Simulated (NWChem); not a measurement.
Everything below was run with NWChem. System: ClIn, charge 0, spin multiplicity 1, at a geometry optimised with PBE/def2-SVP with def2 effective core potentials on In. The structure started from a generated list of species. Level: CR-EOMCCSD(T)/def2-SVPD with def2 effective core potentials on In, 9 core orbitals frozen.

Job file:

```
start mol
memory heap 100 mb stack 700 mb global 1900 mb
geometry units angstroms nocenter noautoz
  In     0.000000     0.000000    -0.630693
  Cl     0.000000     0.000000     1.817881
  symmetry group C2v
end
basis spherical
  * library def2-svpd
end
ecp
  In library def2-ecp
end
scf
  rhf
  nopen 0
  maxiter 100
  thresh 1e-7
  semidirect memsize 60000000 filesize 0
end
tce
  freeze core 9
  creomsd(t)
  nroots 1
  2eorb
  2emet 13
  thresh 1e-5
  maxiter 200
  tilesize 24
end
task tce energy
```

NWChem printed:

```
             Northwest Computational Chemistry Package (NWChem) 7.3.0
             --------------------------------------------------------

                                NWChem Input Module
                                -------------------

 Scaling coordinates for geometry "geometry" by  1.889725989
 (inverse scale =  0.529177249)

 Turning off AUTOSYM since
 SYMMETRY directive was detected!

                             Geometry "geometry" -> ""
                             -------------------------

 Output coordinates in angstroms (scale by  1.889725989 to convert to a.u.)

  No.       Tag          Charge          X              Y              Z
 ---- ---------------- ---------- -------------- -------------- --------------
    1 In                  49.0000     0.00000000     0.00000000    -0.63069300
    2 Cl                  17.0000     0.00000000     0.00000000     1.81788100

 Effective nuclear repulsion energy (a.u.)     180.0250465850

            Nuclear Dipole moment (a.u.)
            ----------------------------
        X                 Y               Z
 ---------------- ---------------- ----------------
     0.0000000000     0.0000000000     0.0000377945

      Symmetry information
      --------------------

 Group name             C2v
 Group number             16
 Group order               4
 No. of unique centers     2

      Symmetry unique atoms

     1    2


 Summary of "ao basis" -> "" (spherical)
 ------------------------------------------------------------------------------
       Tag                 Description            Shells   Functions and Types
 ---------------- ------------------------------  ------  ---------------------
 *                         def2-svpd                  on all atoms

 Summary of "ao basis" -> "ao basis" (spherical)
 ------------------------------------------------------------------------------
       Tag                 Description            Shells   Functions and Types
 ---------------- ------------------------------  ------  ---------------------
 In                        def2-svpd                12       32   5s4p3d
 Cl                        def2-svpd                11       27   5s4p2d

                                 NWChem SCF Module
                                 -----------------

  ao basis        = "ao basis"
  functions       =    59
  atoms           =     2
  closed shells   =    19
  open shells     =     0
  charge          =   0.00
  wavefunction    = RHF
  use symmetry    = T
  symmetry adapt  = T

 Summary of "ao basis" -> "ao basis" (spherical)
 ------------------------------------------------------------------------------
       Tag                 Description            Shells   Functions and Types
 ---------------- ------------------------------  ------  ---------------------
 In                        def2-svpd                12       32   5s4p3d
 Cl                        def2-svpd                11       27   5s4p2d

      Symmetry analysis of basis
      --------------------------

        a1         28
        a2          5
        b1         13
        b2         13

 Forming initial guess at       0.1s

      Superposition of Atomic Density Guess
      -------------------------------------

 Sum of atomic energies:        -677.37831225

      Non-variational initial energy
      ------------------------------

 Total energy =    -648.509718
 1-e energy   =   -1123.424254
 2-e energy   =     397.760945
 HOMO         =      -0.293741
 LUMO         =       0.001791

      Symmetry analysis of molecular orbitals - initial
      -------------------------------------------------

 !! scf_movecs_sym_adapt:   36 vectors were symmetry contaminated

  Symmetry fudging

 !! scf_movecs_sym_adapt:   36 vectors were symmetry contaminated

  Numbering of irreducible representations:

     1 a1          2 a2          3 b1          4 b2

  Orbital symmetries:

     1 a1          2 a1          3 a1          4 b2          5 b1
     6 a1          7 a1          8 b2          9 b1         10 a1
    11 b1         12 b2         13 a1         14 a2         15 a1
    16 a1         17 b2         18 b1         19 a1         20 b2
    21 b1         22 a1         23 a1         24 a1         25 a2
    26 a1         27 b1         28 b2         29 b1

 Starting SCF solution at       0.5s

 ----------------------------------------------
         Quadratically convergent ROHF

 Convergence threshold     :          1.000E-07
 Maximum no. of iterations :          100
 Final Fock-matrix accuracy:          1.000E-09
 ----------------------------------------------

              iter       energy          gnorm     gmax       time
             ----- ------------------- --------- --------- --------
                 1     -648.6260293457  5.40D-01  1.72D-01      0.5
                 2     -648.6575761562  1.16D-01  3.45D-02      0.5
                 3     -648.6593989792  7.40D-03  2.05D-03      0.6
                 4     -648.6594113823  4.30D-05  1.21D-05      0.6
                 5     -648.6594113827  7.80D-09  2.58D-09      0.6

       Final RHF  results
       ------------------

         Total SCF energy =   -648.659411382705
      One-electron energy =  -1124.647821520890
      Two-electron energy =    398.834818744626
 Nuclear repulsion energy =     77.153591393559

        Time for solution =      0.1s

       Symmetry analysis of molecular orbitals - final
       -----------------------------------------------

  Numbering of irreducible representations:

     1 a1          2 a2          3 b1          4 b2

  Orbital symmetries:

     1 a1          2 a1          3 a1          4 b2          5 b1
[...]
    23a1  (alpha) ---    19a1  (alpha)       -0.4012809596
    31a1  (alpha) ---    19a1  (alpha)        0.1120817425
    21b1  (alpha) ---    17b1  (alpha)       -0.5536961864
    20b2  (alpha) ---    18b2  (alpha)       -0.5536961864

 Doubles contributions
======= CR-EOMCCSD(T) calculation ======
corresponding R0 value =     0.052125

CR-EOMCCSD(T) Intermediates cpu wall time             1.3            1.3
 cr_N i1_1 nr of boxes                   168
 cr_N i1_2 nr of boxes                   168
 creom_N i2_1 nr of boxes                   168
 creom_N i2_2 nr of boxes                   168
 creom_N i2_3 nr of boxes                   168
 creom_N i2_4 nr of boxes                   168

CR-EOMCCSD(T) triples loop cpu wall             2.8            2.8

 CR-EOMCCSD(T)  total energy / hartree       =      -648.676257413034932
 CR-EOMCCSD(T)  excitation energy (eV)       =      5.90102

 =========================================
 Excited-state calculation ( a2  symmetry)
 =========================================
 Dim. of EOMCC iter. space      500

 EOMCCSD SOLVER TYPE  1
  maxdiff =   0.43977653970741365

 No. of initial right vectors    2

 EOM-CCSD right-hand side iterations
 --------------------------------------------------------------
      Residuum       Omega / hartree  Omega / eV    Cpu    Wall
 --------------------------------------------------------------

 Iteration   1 using    2 trial vectors
   0.4625968448758   0.3326623104546    9.05221     1.0     1.0

 Iteration   2 using    3 trial vectors
   0.0975260910462   0.2233015787377    6.07635     0.5     0.5

 Iteration   3 using    4 trial vectors
   0.0450893015218   0.2163571587803    5.88738     0.7     0.7

 Iteration   4 using    5 trial vectors
   0.0188301788014   0.2144001188014    5.83413     0.6     0.6

 Iteration   5 using    6 trial vectors
   0.0089981425334   0.2136751899179    5.81440     0.5     0.5

 Iteration   6 using    7 trial vectors
   0.0039857452514   0.2135962074941    5.81225     0.4     0.4

 Iteration   7 using    8 trial vectors
   0.0022974190172   0.2136111381702    5.81266     0.4     0.4

 Iteration   8 using    9 trial vectors
   0.0012734946562   0.2136016167752    5.81240     0.4     0.4

 Iteration   9 using   10 trial vectors
   0.0007231402591   0.2135942892330    5.81220     0.4     0.4

 Iteration  10 using   11 trial vectors
   0.0003928165642   0.2135920533689    5.81214     0.4     0.4

 Iteration  11 using   12 trial vectors
   0.0001696500993   0.2135965758829    5.81226     0.4     0.4

 Iteration  12 using   13 trial vectors
   0.0000675657424   0.2135977267714    5.81229     0.4     0.4

 Iteration  13 using   14 trial vectors
   0.0000280567867   0.2135977823226    5.81229     0.4     0.4

 Iteration  14 using   15 trial vectors
   0.0000104107025   0.2135978754178    5.81230     0.4     0.4

 Iteration  15 using   16 trial vectors
   0.0000044903349   0.2135978719645    5.81230     0.4     0.4
 --------------------------------------------------------------
 Iterations converged
 ------------------

 Excited state root  1
 Excitation energy / hartree =        0.213597871964512
                   / eV      =        5.812296300143430
 largest EOMCCSD amplitudes: R1 and R2

 Singles contributions
    21b1  (alpha) ---    18b2  (alpha)       -0.6299930751
    28b1  (alpha) ---    18b2  (alpha)        0.1188620934
    20b2  (alpha) ---    17b1  (alpha)       -0.6299930751
    27b2  (alpha) ---    17b1  (alpha)       -0.1188620934

 Doubles contributions
======= CR-EOMCCSD(T) calculation ======
corresponding R0 value =     0.000000

CR-EOMCCSD(T) Intermediates cpu wall time             0.9            0.9
 creom_N i2_1 nr of boxes                   168
 creom_N i2_2 nr of boxes                   168
 creom_N i2_3 nr of boxes                   168
 creom_N i2_4 nr of boxes                   168

CR-EOMCCSD(T) triples loop cpu wall             1.6            1.6

 CR-EOMCCSD(T)  total energy / hartree       =      -648.686367582398020
 CR-EOMCCSD(T)  excitation energy (eV)       =      5.62591

 =========================================
 Excited-state calculation ( b1  symmetry)
 =========================================
 Dim. of EOMCC iter. space      500

 EOMCCSD SOLVER TYPE  1
  maxdiff =   0.36024088352078776

 No. of initial right vectors    1

 EOM-CCSD right-hand side iterations
 --------------------------------------------------------------
      Residuum       Omega / hartree  Omega / eV    Cpu    Wall
 --------------------------------------------------------------

 Iteration   1 using    1 trial vectors
   0.3437608237976   0.2424651564140    6.59782     0.7     0.7

 Iteration   2 using    2 trial vectors
   0.0929214830685   0.1844155037602    5.01820     0.7     0.7

 Iteration   3 using    3 trial vectors
   0.0476571556090   0.1776497340534    4.83410     0.7     0.7

 Iteration   4 using    4 trial vectors
   0.0298050039220   0.1748396064236    4.75763     0.8     0.8

 Iteration   5 using    5 trial vectors
   0.0123796133710   0.1738123028573    4.72968     0.7     0.7

 Iteration   6 using    6 trial vectors
   0.0051773648697   0.1736198044307    4.72444     0.7     0.7

 Iteration   7 using    7 trial vectors
   0.0021421782923   0.1736007162605    4.72392     0.7     0.7

 Iteration   8 using    8 trial vectors
   0.0010843292942   0.1736019585388    4.72395     0.6     0.6

 Iteration   9 using    9 trial vectors
   0.0005824049637   0.1736018562565    4.72395     0.6     0.6

 Iteration  10 using   10 trial vectors
   0.0002450629973   0.1735999149507    4.72390     0.7     0.7

 Iteration  11 using   11 trial vectors
   0.0001174794865   0.1736009848566    4.72393     0.7     0.7

 Iteration  12 using   12 trial vectors
   0.0000708756241   0.1736009970977    4.72393     0.7     0.7

 Iteration  13 using   13 trial vectors
   0.0000390083090   0.1736009276940    4.72392     0.7     0.7

 Iteration  14 using   14 trial vectors
   0.0000165645070   0.1736010279529    4.72393     0.6     0.6

 Iteration  15 using   15 trial vectors
   0.0000071624609   0.1736010014041    4.72393     0.4     0.4
 --------------------------------------------------------------
 Iterations converged
 ------------------

 Excited state root  1
 Excitation energy / hartree =        0.173601001404117
                   / eV      =        4.723925612564075
 largest EOMCCSD amplitudes: R1 and R2

 Singles contributions
    21b1  (alpha) ---    16a1  (alpha)        0.1682782993
    21b1  (alpha) ---    19a1  (alpha)       -0.8996833920
    28b1  (alpha) ---    19a1  (alpha)        0.1270287244

 Doubles contributions
======= CR-EOMCCSD(T) calculation ======
corresponding R0 value =     0.000000

CR-EOMCCSD(T) Intermediates cpu wall time             1.0            1.0
 creom_N i2_1 nr of boxes                   168
 creom_N i2_2 nr of boxes                   168
 creom_N i2_3 nr of boxes                   168
 creom_N i2_4 nr of boxes                   168

CR-EOMCCSD(T) triples loop cpu wall             1.9            1.9

 CR-EOMCCSD(T)  total energy / hartree       =      -648.723130729415288
 CR-EOMCCSD(T)  excitation energy (eV)       =      4.62553

 =========================================
 Excited-state calculation ( b2  symmetry)
 =========================================
 Dim. of EOMCC iter. space      500

 EOMCCSD SOLVER TYPE  1
  maxdiff =   0.36024088352078454

 No. of initial right vectors    1

 EOM-CCSD right-hand side iterations
 --------------------------------------------------------------
      Residuum       Omega / hartree  Omega / eV    Cpu    Wall
 --------------------------------------------------------------

 Iteration   1 using    1 trial vectors
   0.3437608237976   0.2424651564140    6.59782     0.6     0.6

 Iteration   2 using    2 trial vectors
   0.0929214830685   0.1844155037602    5.01820     0.4     0.4

 Iteration   3 using    3 trial vectors
   0.0476571556090   0.1776497340534    4.83410     0.4     0.4

 Iteration   4 using    4 trial vectors
   0.0298050039220   0.1748396064236    4.75763     0.4     0.4

 Iteration   5 using    5 trial vectors
   0.0123796133710   0.1738123028573    4.72968     0.4     0.4

 Iteration   6 using    6 trial vectors
   0.0051773648697   0.1736198044307    4.72444     0.4     0.4

 Iteration   7 using    7 trial vectors
   0.0021421782923   0.1736007162604    4.72392     0.4     0.4

 Iteration   8 using    8 trial vectors
   0.0010843292942   0.1736019585388    4.72395     0.4     0.4

 Iteration   9 using    9 trial vectors
   0.0005824049637   0.1736018562565    4.72395     0.5     0.5

 Iteration  10 using   10 trial vectors
   0.0002450629973   0.1735999149507    4.72390     0.5     0.5

 Iteration  11 using   11 trial vectors
   0.0001174794865   0.1736009848566    4.72393     0.5     0.5

 Iteration  12 using   12 trial vectors
   0.0000708756241   0.1736009970977    4.72393     0.5     0.5

 Iteration  13 using   13 trial vectors
   0.0000390083090   0.1736009276940    4.72392     0.6     0.6

 Iteration  14 using   14 trial vectors
   0.0000165645070   0.1736010279529    4.72393     0.5     0.5

 Iteration  15 using   15 trial vectors
   0.0000071624609   0.1736010014041    4.72393     0.4     0.4
 --------------------------------------------------------------
 Iterations converged
 ------------------

 Excited state root  1
 Excitation energy / hartree =        0.173601001404114
                   / eV      =        4.723925612564014
 largest EOMCCSD amplitudes: R1 and R2

 Singles contributions
    20b2  (alpha) ---    16a1  (alpha)       -0.1682782993
    20b2  (alpha) ---    19a1  (alpha)        0.8996833920
    27b2  (alpha) ---    19a1  (alpha)        0.1270287244

 Doubles contributions
======= CR-EOMCCSD(T) calculation ======
corresponding R0 value =     0.000000

CR-EOMCCSD(T) Intermediates cpu wall time             1.0            1.0
 creom_N i2_1 nr of boxes                   168
 creom_N i2_2 nr of boxes                   168
 creom_N i2_3 nr of boxes                   168
 creom_N i2_4 nr of boxes                   168

CR-EOMCCSD(T) triples loop cpu wall             1.9            1.9

 CR-EOMCCSD(T)  total energy / hartree       =      -648.723130729415288
 CR-EOMCCSD(T)  excitation energy (eV)       =      4.62553

 Task  times  cpu:       52.8s     wall:       52.8s

 Total times  cpu:       52.8s     wall:       52.8s
```
